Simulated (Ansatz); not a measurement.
Coupled-cluster diagnostics for Li9H8⁺, Ansatz.

Geometry of the singlet (PBE-D4/def2-SVP):

Cartesian coordinates in Å:
```
Li 0.441 -0.681 -1.424
Li 1.161 -0.961 3.204
Li 1.886 -1.925 0.208
Li -0.189 -0.780 1.154
Li -1.649 0.485 -1.948
Li -0.514 1.899 2.490
Li -1.228 3.408 -0.495
Li 0.147 1.404 -0.163
Li -0.238 -2.613 -2.647
H 1.099 -1.975 1.814
H -1.067 -0.092 -0.254
H -0.751 -0.878 -2.792
H -0.875 2.109 -1.594
H -0.021 0.267 2.762
H 0.923 -2.408 -1.270
H -0.508 2.749 0.981
H 1.384 -0.007 -0.024
```

Correlated methods freeze no core orbitals; core or outer-core shells of Li are correlated, in sets that lack core-valence functions. Another isomer (singlet) lies 0.33 eV lower at PBE0-D4/def2-TZVP; other spin states weren't run for this one.

Question: Estimate the CCSD(T) correlation energy, the shares of MP2 and (T), T1 and the reference's ⟨S²⟩ for: charge 1, singlet, own geometry in def2-TZVP; and the rough time on 4 threads of Arm Neoverse V1 on a shared host.

Answer: 
| state | basis | correlation (eV) | MP2 share (%) | (T) share (%) | T1 | ⟨S²⟩ (pure) | wall time |
| --- | --- | --- | --- | --- | --- | --- | --- |
| charge 1, singlet, own geometry | def2-TZVP | -15.388 | 83.3 | 0.5 | 0.006 | 0.00 (0.00) | 58 s |
Customary marks for T1 are 0.02 (closed shells), 0.045 (open shells) and about 0.05 (3d metals). T1 stays under 0.02 throughout.
